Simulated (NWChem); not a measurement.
Basis-set convergence for H₃FPbSi

```xyz
6

Pb    -0.2505    -0.4129     0.0000
F     -1.5161     1.2208     0.0000
Si     1.9372     1.2820     0.0000
H      1.8987     2.1690     1.2092
H      1.8987     2.1690    -1.2092
H      3.2677     0.5848     0.0000
```
Charge 0, spin multiplicity 1.

Program: NWChem. Structure: optimised with PBE0/def2-SVP with def2 effective core potentials on Pb, a minimum by its harmonic frequencies.

Quantity: vertical ionisation energy at the level ΔPBE0 (Δ: difference of total energies, the cation a doublet at the parent's geometry with its hole in an orbital of symmetry a' (Cs labels); it is the state that the SCF runs reached, from PBE0 orbitals for Hartree-Fock references, and need not be the lowest).

Effective core potentials replace the inner electrons of Pb; spin-orbit coupling is left out. The structure started from a generated list of species. No SCF solution was tested for a lower state.

The cost column gives rough processor time relative to def2-SVP; each entry includes its own SCF.

Problem. In def2-TZVPD the value is 8.42 eV. Among def2-SVP, def2-SVPD, def2-TZVP, def2-TZVPP, which is the smallest basis within 0.2 eV of it?

Solution. def2-SVP, with 73 functions against 166 and about 20 % of the time (also within reach: def2-SVPD, def2-TZVP, def2-TZVPP). def2-TZVPD isn't the basis-set limit itself, and a small set can land close by cancellation.

```
basis       functions  vertical ionisation energy (eV)  relative cost
----------  ---------  -------------------------------  -------------
def2-SVP           73                             8.40              1
def2-SVPD         103                             8.47        under 3
def2-TZVP         136                             8.41        under 3
def2-TZVPP        165                             8.41              3
def2-TZVPD        166                             8.42              5
```
